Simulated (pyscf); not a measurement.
H₃Si–Si•(SiH₃)–SiH₃ + GeH₄ → H₃Si–SiH(SiH₃)–SiH₃ + GeH₃• (hydrogen abstraction; doublet surface; Ge–H broken, H–Si formed). Structures and frequencies: ωB97X-D3(BJ)/def2-SVP in PySCF. Energies in eV from the separated reactants.

```json
[
 {"level": "ωB97X-D3(BJ)/def2-TZVP", "barrier": "0.33", "reaction energy": "+0.17"},
 {"level": "PBE/def2-TZVP", "barrier": "0.12", "reaction energy": "+0.15"},
 {"level": "B3LYP-D3(BJ)/def2-TZVP", "barrier": "0.15", "reaction energy": "+0.10"},
 {"level": "PBE0-D3(BJ)/def2-TZVP", "barrier": "0.15", "reaction energy": "+0.12"},
 {"level": "ωB97M-D3(BJ)/def2-TZVP", "barrier": "0.29", "reaction energy": "+0.03"},
 {"level": "HF/def2-TZVP", "barrier": "0.84", "reaction energy": "+0.04"}
]
```

At PBE this geometry lies under the product side: in single points on another level's saddle the reverse barrier vanishes, and the forward threshold there is about the reaction energy. This is the saddle that the search found; another between the same sides may lie lower. The angle at the transferred H is 179°. Elements up to Kr have no core potential and no relativistic terms here.
